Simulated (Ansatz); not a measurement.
One change: `OB1N[SiH2]1` becomes `SB1N[SiH2]1`.

Ansatz, PBE0-D4/def2-TZVP geometries, multiplicity 1. Each molecule was computed in one conformer, which needn't be the lowest.

```tsv
property	`OB1N[SiH2]1`
size of the dipole moment (PBE/def2-TZVPP) / D	2.43
ideal-gas entropy at 298 K and 1 bar (rigid rotor, harmonic PBE0-D4/def2-TZVP) / J/(mol·K)	292
HOMO energy (ωB97M-V/def2-TZVPP) / eV	-9.16
HOMO–LUMO gap (ωB97M-V/def2-TZVPP) / eV	10.49
HOMO–LUMO gap (B3LYP/def2-TZVPP) / eV	6.34
HOMO–LUMO gap (PBE0/def2-TZVPP) / eV	6.78
```

What does the change do to each property? (Estimate.)

Computed: 
```json
{"property": "size of the dipole moment (PBE/def2-TZVPP) / D", "`SB1N[SiH2]1`": "1.96", "shift": "-0.47"}
{"property": "ideal-gas entropy at 298 K and 1 bar (rigid rotor, harmonic PBE0-D4/def2-TZVP) / J/(mol·K)", "`SB1N[SiH2]1`": "308", "shift": "16"}
{"property": "HOMO energy (ωB97M-V/def2-TZVPP) / eV", "`SB1N[SiH2]1`": "-9.31", "shift": "-0.15"}
{"property": "HOMO–LUMO gap (ωB97M-V/def2-TZVPP) / eV", "`SB1N[SiH2]1`": "10.66", "shift": "0.17"}
{"property": "HOMO–LUMO gap (B3LYP/def2-TZVPP) / eV", "`SB1N[SiH2]1`": "6.49", "shift": "0.15"}
{"property": "HOMO–LUMO gap (PBE0/def2-TZVPP) / eV", "`SB1N[SiH2]1`": "6.91", "shift": "0.13"}
```

With PBE0 the HOMO falls by 0.19 eV and the LUMO falls by 0.06 eV, so the gap widens by about 0.13 eV. PBE moves the HOMO by -0.21 eV and ωB97M-V by -0.15 eV. Dipoles are sizes alone; their direction can turn.

B3LYP here is the variant with VWN-RPA as its local correlation; programs differ in this.
